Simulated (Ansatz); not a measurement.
`ClB(Cl)[SeH]` + H₂ → `ClBCl` + H₂Se at 298.15 K and 1 bar (hydrogenolysis of a B–Se bond).

Isolated molecules relaxed with PBE0-D4/def2-TZVP in Ansatz; ΔE leaves out vibrations. CCSD(T)/CBS is the MP2 limit (def2-TZVPP, def2-QZVPP) plus CCSD(T) − MP2 in def2-TZVPP, frozen cores. This one scheme is used for every species. For Se outer-core shells are correlated without core-valence functions, which leaves a few kJ/mol of doubt a bond. Scalar relativity is left out up to krypton. Each species was taken in one conformer, which may not be the lowest.

| species | CCSD(T)/CBS energy (Eh) | H − E (kJ/mol) | S (J/(mol·K)) |
| --- | --- | --- | --- |
| `ClB(Cl)[SeH]` | -3345.76079 | 55.6 | 324.0 |
| H₂ | -1.17544 | 35.1 | 130.4 |
| `ClBCl` | -945.02167 | 50.8 | 268.0 |
| H₂Se | -2401.89790 | 45.8 | 219.1 |

H − E and S are ideal-gas, rigid-rotor, harmonic terms from PBE0-D4/def2-TZVP, for one conformer and one mirror image of each species. The MP2-based limit puts H₂ 0.8 mEh under its directly extrapolated value; such offsets cancel only in part. 1 Eh = 2625.50 kJ/mol, R = 8.31446 J/(mol·K).

Question: By hand: ΔE, ΔH, ΔS and ΔG.

Answer: ΔE = (-945.02167) + (-2401.89790) − (-3345.76079) − (-1.17544) = 0.01666 Eh = 43.7 kJ/mol. Δ(H − E) = 50.8 + 45.8 − 55.6 − 35.1 = 5.9, so ΔH = 49.6 kJ/mol. ΔS = 268.0 + 219.1 − 324.0 − 130.4 = 32.7 J/(mol·K). ΔG = 49.6 − 298.15 × (32.7)/1000 = 39.9 kJ/mol.

Question: By hand: the equilibrium constant, and the temperature at which ΔG would vanish if ΔH and ΔS stayed fixed.

Answer: log₁₀ K = −ΔG/(RT ln 10) = -7.0. ΔG = 0 at ΔH/ΔS = 1517 K.

ΔH outweighs TΔS. A doubt of 5 kJ/mol in ΔE shifts log₁₀ K by 0.9 here. Other conformers and mirror images would add mixing entropy, several J/(mol·K) or more a flexible species. These are equilibria of isolated gas molecules and say nothing of rates. Largest T1 diagnostic: 0.012 (customary marks: 0.02 for closed shells, 0.045 for open ones).
